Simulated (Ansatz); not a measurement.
`F[CH]([SiH3])[GaH2]` + `CCN` → `CC[NH][GaH2]` + `FC[SiH3]` at 500 K and 1 bar (ligand exchange at a Ga–C bond).

Isolated molecules relaxed with PBE0-D4/def2-TZVP in Ansatz; ΔE leaves out vibrations. CBS: MP2 limit from def2 TZ/QZ plus the TZ coupled-cluster correction, frozen cores. For Ga outer-core shells are correlated without core-valence functions, which leaves a few kJ/mol of doubt a bond. Scalar relativity is left out up to krypton. One conformer a species, not always the lowest.

| species | CCSD(T)/CBS energy (Eh) | H − E (kJ/mol) | S (J/(mol·K)) |
| --- | --- | --- | --- |
| `F[CH]([SiH3])[GaH2]` | -2354.42561 | 197.0 | 422.8 |
| `CCN` | -135.01652 | 275.2 | 315.2 |
| `CC[NH][GaH2]` | -2059.56475 | 297.3 | 398.7 |
| `FC[SiH3]` | -429.90570 | 175.1 | 332.8 |

H − E and S are ideal-gas, rigid-rotor, harmonic terms from PBE0-D4/def2-TZVP, for one conformer and one mirror image of each species. 1 Eh = 2625.50 kJ/mol, R = 8.31446 J/(mol·K).

Task: By hand: ΔE, ΔH, ΔS and ΔG.

Result: ΔE = (-2059.56475) + (-429.90570) − (-2354.42561) − (-135.01652) = -0.02832 Eh = -74.4 kJ/mol. Δ(H − E) = 297.3 + 175.1 − 197.0 − 275.2 = 0.2, so ΔH = -74.2 kJ/mol. ΔS = 398.7 + 332.8 − 422.8 − 315.2 = -6.5 J/(mol·K). ΔG = -74.2 − 500 × (-6.5)/1000 = -71.0 kJ/mol.

Task: By hand: the equilibrium constant, and the temperature at which ΔG would vanish if ΔH and ΔS stayed fixed.

Result: log₁₀ K = −ΔG/(RT ln 10) = 7.4. ΔG = 0 at ΔH/ΔS = 11415 K, far beyond where these terms or the molecules hold.

The number of gas molecules stays the same, so ΔS is small and ΔH decides. A doubt of 5 kJ/mol in ΔE shifts log₁₀ K by 0.5 here. Other conformers and mirror images would add mixing entropy, several J/(mol·K) or more a flexible species. These are equilibria of isolated gas molecules and say nothing of rates. Largest T1 diagnostic: 0.014 (customary marks: 0.02 for closed shells, 0.045 for open ones).
